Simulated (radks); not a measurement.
The numbers below are computed, except where a source is named.
Task: These are the eigenvalues of the occupied orbitals of an atom or ion with whole-number occupations (Ry). Level of theory: scalar-relativistic Kohn-Sham, LDA (Slater exchange, Perdew-Zunger correlation), spin-polarised, spherical densities, finite nucleus; Fermi nuclear charge, rms radius of each element as measured or else 0.836 A^(1/3) + 0.57 fm (a radial shooting solver on a logarithmic mesh with Libxc functionals).

| orbital | eigenvalue |
|---|---|
| 1s up | -2631.468 |
| 1s down | -2631.454 |
| 2s up | -415.5948 |
| 2s down | -415.5868 |
| 2p up | -373.3734 |
| 2p down | -373.3619 |
| 3s up | -88.92385 |
| 3s down | -88.91146 |
| 3p up | -75.33089 |
| 3p down | -75.31740 |
| 3d up | -55.31354 |
| 3d down | -55.30081 |
| 4s up | -19.35012 |
| 4s down | -19.32396 |
| 4p up | -14.99334 |
| 4p down | -14.96446 |
| 4d up | -8.64447 |
| 4d down | -8.60352 |
| 5s up | -4.94815 |
| 5s down | -4.76987 |
| 5p up | -3.83631 |

Which element is it, and in what charge state? The configuration may be excited. Open shells, if any, are filled with parallel spins first.

Result: Z = 55, caesium, charge +4: Cs4+ in [Kr] 4d10 5s2 5p3. The list shows which subshells hold electrons but not how many an open one holds; the 1s level, -1315.7 hartree, gives Z - s = 51.3 by -(Z - s)^2/2, which with screening and relativity narrows Z to a few neighbours, and the depths of the outer levels then fix element, charge and occupations together.
